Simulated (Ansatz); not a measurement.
Molecule: FeH, net charge 0, sextet state. The spin state was set by rule; other spins were not relaxed. 
Geometry from a B3LYP-D3(BJ)/def2-TZVP (Ansatz, a first-principles code) optimisation:
SMILES: [FeH]
```xyz
2

Fe     0.0000     0.0000    -0.0627
H      0.0000     0.0000     1.6303
```
Charge 0, spin multiplicity 6.

Total electronic energies in hartree. Cores are frozen in the correlated levels unless marked. UHF or UKS for open shells. No spin-orbit coupling. Frozen are the shells of the preceding noble gas and the d and f shells that filled before the atom's block. Non-relativistic. CBS marks a two-point X^-3 extrapolation of the correlation energy; Hartree-Fock from the larger set. [CCSD(T)-MP2]/basis is that difference in the basis named.

```csv
level,program,energy (Eh)
HF/def2-TZVPPD,Ansatz,-1262.98679
RI-HF/def2-TZVPPD,Ansatz,-1262.98677
SVWN5/def2-TZVPD,Ansatz,-1261.74170
PBE-D4/def2-TZVPD,Ansatz + dftd4,-1263.98223
BLYP-D4/def2-TZVPD,Ansatz + dftd4,-1264.28543
BHLYP/def2-TZVPD,Ansatz,-1264.20561
HSE06-D3(BJ)/def2-TZVPD,Ansatz + dftd3,-1264.00131
CAM-B3LYP/def2-TZVPD,Ansatz,-1264.29851
LC-wPBE-D4/def2-TZVPD,Ansatz + dftd4,-1264.03339
CCSD/def2-SVP,Ansatz,-1262.93415
"CCSD/CBS(def2-TZVPPD,def2-QZVPPD)",Ansatz,-1263.2287
"RI-MP2/CBS(def2-TZVPPD,def2-QZVPPD)+[CCSD(T)-MP2]/def2-SVPD",Ansatz,-1263.2346
"RI-MP2/CBS(def2-TZVPP,def2-QZVPP)+[CCSD(T)-MP2]/def2-QZVPP",Ansatz,-1263.2357
"RI-MP2/CBS(def2-TZVPPD,def2-QZVPPD)+[CCSD(T)-MP2]/def2-QZVPPD",Ansatz,-1263.2356
"CCSD(T)/CBS(def2-TZVPPD,def2-QZVPPD)",Ansatz,-1263.2358
```

Totals of different functionals don't rank their quality; only differences between species are comparable.
